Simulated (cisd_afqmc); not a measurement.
Input (AFQMC/CISD/def2-QZVPP; cisd_afqmc is a phaseless AFQMC code with CISD trial states that reads the integrals written by Ansatz): A basis named .json is the Basis Set Exchange file of that set.

Ansatz 0.2 input:
```python
import cisd_afqmc

open("ham.yaml", "w").write("""\
crystal:
  periodic: [false, false, false]
  atoms:
    - {symbol: Tl, position_ang: [0.00000000, 0.00000000, 0.00000000]}
basis:
  gaussian:
    orbitals: def2-QZVPP.json
magnetization: {spin_polarized: true, initial_magnetization: 1}
correlation: {method: ccsd, electrons: outside_noble_gas, hamiltonian_folder: ham}
scf: {lower_state_search: full}
""")
rep = cisd_afqmc.ansatz("ham.yaml")
e_ccsd = rep["correlation"]["coupled_cluster"]["energy"]["hartree"]
out = cisd_afqmc.run("ham", e_ccsd, trial="CISD", walkers=2000, populations=1, threads=12, dt=0.005, steps=40, early=36, settle=10, least=100,
    cut=5e-5, rank_cut=2e-4, target=0.0004, seconds=1000, seed=4, memory=62639, gpu=True)
```

Output:

```
orbitals 73, occupied [2, 1], factors 383 of 506, rank of the doubles 85 of 214
E(HF) = -171.515553
E(CCSD) on the cut factors = -171.551889, shift to the whole factors -0.000002
Energy of the trial state on the determinant = -171.551758
  tau behind 10.8 of longer steps, mean of the populations' last blocks
   2.0  -171.55254
   4.0  -171.55258
   6.0  -171.55263
   8.0  -171.55264
  10.0  -171.55255
  12.0  -171.55265
  14.0  -171.55261
  16.0  -171.55263
  18.0  -171.55254
  20.0  -171.55285
  22.0  -171.55287
blocks 96 (4 outliers left out), error by blocks joined: 1: 0.00002, 2: 0.00002, 4: 0.00002, 8: 0.00002
E(AFQMC/CISD) = -171.55261 +/- 0.00002
```
